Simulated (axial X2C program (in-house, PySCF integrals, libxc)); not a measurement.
# Correcting the dissociation energy of SnH for spin–orbit coupling

A spin-free CCSD(T) curve (one-electron X2C) was computed with an in-house all-electron X2C program for linear molecules (integrals from PySCF), basis Sn dyall-cv3z [11s12p9d4f1g], H dyall-v3z [6s2p1d] (cores contracted in-house), for the state M_S = 1/2, Λ = 1 (beyond evenly filled blocks: π+α). It gives D0 = 2.560 eV to Sn + H, which in a spin-free picture are the weighted means of the ground terms.

Correlated methods: 15 electrons correlated (number of frozen shells: Sn 4 s, 3 p, 1 d; H none), 191 virtual spin orbitals or spinors in MP2, 90 natural virtuals in coupled cluster.

Measured levels of the ground terms (NIST Handbook of Basic Atomic Spectroscopic Data), in cm⁻¹: Sn 3P: J = 0 at 0, J = 1 at 1691.8, J = 2 at 3427.7; H 2S: J = 1/2 at 0.

The two components of the molecular doublet are 2277 cm⁻¹ apart in the PBE0 2c search (Ω = 1/2 lower), so the lower one lies 1138 cm⁻¹ under their mean.

(1) How far does each ground level lie under the (2J+1)-weighted mean of its term?

(2) Correct D0.

Second-order spin–orbit effects in the molecule, which grow quickly with Z, are left out. One determinant describes the state; a PBE0 search over occupations chose it and may have missed a lower one. Dissociation energies refer to the lowest single-determinant-based atoms at the same level and basis. CCSD and (T) use frozen natural virtuals with an MP2 correction for the truncation; (T) itself is uncorrected, so its De runs slightly low.

## Answers

(1) Sn: (1 × 0 + 3 × 1691.8 + 5 × 3427.7)/9 = 2468 cm⁻¹; H: a single level, 0.

(2) D0 = 2.560 + (1138 − 2468)/8065.5 = 2.395 eV at CCSD(T) with these spin–orbit terms.
